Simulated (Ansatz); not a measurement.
Correlation energies of H$_{5}$OPSeSi (`OP[SiH2][SeH]`) by basis set

Z-matrix (Å, degrees):
```
Si
P 1 2.260
Se 1 2.280 2 109.9
H 1 1.489 2 107.3 3 121.8
H 1 1.485 2 113.4 3 -116.2
O 2 1.661 1 99.3 3 74.1
H 2 1.426 1 93.1 3 173.5
H 3 1.470 1 92.9 2 60.0
H 6 0.960 2 109.3 1 -131.8
```

Total charge 0; spin multiplicity 1. Correlated methods include outer-core shells of Se, which these sets cover unevenly. Scalar relativity is left out up to krypton. Geometry: relaxed with PBE0-D4/def2-TZVP. It is one conformer, not always the lowest. Frozen core, restricted reference, Ansatz 0.2.0.

| basis | HF (Eh) | MP2 corr. |
| --- | --- | --- |
| def2-SVP | -3106.75875 | -0.63898 |
| def2-TZVPP | -3107.38492 | -0.79108 |
| def2-QZVPP | -3107.45520 | -1.13716 |

**Question.** Estimate the CCSD correlation energy and the (T) correction in each basis where they were run (hartree).

**Answer.** 
```json
{"basis": "def2-SVP", "CCSD corr.": "-0.68400", "(T)": "-0.01811"}
{"basis": "def2-TZVPP", "CCSD corr.": "-0.83406", "(T)": "-0.03267"}
```
